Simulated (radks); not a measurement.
Problem. W LIV, 21 electrons, occupied as [Ar] 3d3. Method: Dirac Kohn-Sham, relativistic LDA (MacDonald-Vosko exchange, VWN5 correlation), spin-unpolarised, spherical densities, finite nucleus; open shells fill j = l - 1/2 first; Fermi nuclear charge, rms radius 5.3658 fm; computed with a radial shooting solver on a logarithmic mesh with Libxc functionals. Some entries of the table are withheld. Estimate them.

orbital  occ.  eigenvalue (eV)  <r> (bohr)  <r^2> (bohr^2)
1s1/2       2        -72435.35     0.01843       0.0004671
2s1/2       2        -15358.67     0.07676             (1)
2p1/2       2              (2)     0.06346             (3)
2p3/2       4              (4)     0.07121             (5)
3s1/2       2        -5801.906      0.1905         0.04153
3p1/2       2        -5610.459      0.1795         0.03745
3p3/2       4        -5274.751      0.1917         0.04253
3d3/2       3        -4988.419      0.1651         0.03160
3d5/2       0        -4910.882      0.1689         0.03295

Solution. 
(1) 2s1/2 <r^2> (bohr^2): 0.007018
(2) 2p1/2 eigenvalue (eV): -14879.20
(3) 2p1/2 <r^2> (bohr^2): 0.005001
(4) 2p3/2 eigenvalue (eV): -13527.81
(5) 2p3/2 <r^2> (bohr^2): 0.006159
